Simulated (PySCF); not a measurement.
Compound: C3H3ClF2O.
Numbering: `[F:1][C:2]([F:3])([Cl:4])[C@H:5]1[CH2:6][O:7]1` (hydrogens: H8 on C5; H9, H10 on C6)

The same species was optimised twice, with GFN2-xTB and with PBE0-D3(BJ)/def2-SVP (PySCF), and the same property calculations (PySCF, gas phase) were run on both structures.

```csv
coordinate,GFN2-xTB,PBE0-D3(BJ)/def2-SVP,change
C6–O7 (Å),1.396,1.413,+0.017
C2–F3 (Å),1.352,1.339,-0.013
C5–O7 (Å),1.384,1.393,+0.009
F1–C2 (Å),1.345,1.337,-0.008
C5–C6 (Å),1.465,1.459,-0.006
C2–C5 (Å),1.517,1.511,-0.006
C2–Cl4 (Å),1.776,1.771,-0.005
C2–C5–C6 (°),120.4,122.8,+2.4
F1–C2–F3 (°),105.3,107.2,+1.9
F1–C2–C5 (°),110.9,109.7,-1.2
C5–O7–C6 (°),63.6,62.6,-1.0
F3–C2–C5 (°),109.8,108.9,-0.9
C6–C5–O7 (°),58.6,59.4,+0.8
F3–C2–Cl4 (°),108.8,109.2,+0.4
C5–C6–O7 (°),57.8,58.0,+0.2
F1–C2–C5–C6 (°),-167,-155,+12
```

Rotational constants: A = 2961, B = 1983, C = 1651 MHz (GFN2-xTB) against A = 2962, B = 1983, C = 1661 MHz (PBE0-D3(BJ)/def2-SVP). Point groups within 0.08 Å: C1 and C1.

On the GFN2-xTB structure: HOMO (eV) -8.73 [PBE0/pcSseg-1]; LUMO (eV) 0.34 [PBE0/pcSseg-1]; dipole (D) 2.42 [PBE0/pcSseg-1]; GIAO shielding of F1 (ppm) 231.5 [PBE0/pcSseg-1]; GIAO shielding of C2 (ppm) 42.4 [PBE0/pcSseg-1]; GIAO shielding of F3 (ppm) 233.7 [PBE0/pcSseg-1]; GIAO shielding of Cl4 (ppm) 656.5 [PBE0/pcSseg-1]; GIAO shielding of C5 (ppm) 136.2 [PBE0/pcSseg-1]; GIAO shielding of C6 (ppm) 146.0 [PBE0/pcSseg-1]; GIAO shielding of O7 (ppm) 307.0 [PBE0/pcSseg-1].

What do these properties become on the PBE0-D3(BJ)/def2-SVP structure?

```tsv
property	level	on GFN2-xTB	on PBE0-D3(BJ)/def2-SVP	change
HOMO (eV)	PBE0/pcSseg-1	-8.73	-8.66	+0.07
LUMO (eV)	PBE0/pcSseg-1	0.34	0.45	+0.11
dipole (D)	PBE0/pcSseg-1	2.42	2.44	+0.02
energy, GFN2-xTB geometry as zero (kcal/mol)	PBE0/pcSseg-1	0.0	-0.7	-0.7
GIAO shielding of F1 (ppm)	PBE0/pcSseg-1	231.5	236.9	+5.4
GIAO shielding of C2 (ppm)	PBE0/pcSseg-1	42.4	46.5	+4.1
GIAO shielding of F3 (ppm)	PBE0/pcSseg-1	233.7	245.0	+11.3
GIAO shielding of Cl4 (ppm)	PBE0/pcSseg-1	656.5	668.2	+11.7
GIAO shielding of C5 (ppm)	PBE0/pcSseg-1	136.2	133.3	-2.9
GIAO shielding of C6 (ppm)	PBE0/pcSseg-1	146.0	142.4	-3.6
GIAO shielding of O7 (ppm)	PBE0/pcSseg-1	307.0	309.5	+2.5
```

The heavy atoms differ by 0.084 Å rms after alignment. Among bonds between heavy atoms C6–O7 changes most (+0.017 Å). Changes are differences of the printed values. Neither structure is proved a minimum here.

Shape of the structure used: `[F:1][C:2]([F:3])([Cl:4])[C@H:5]1[CH2:6][O:7]1`: F1–C2–C5–C6 -155°.
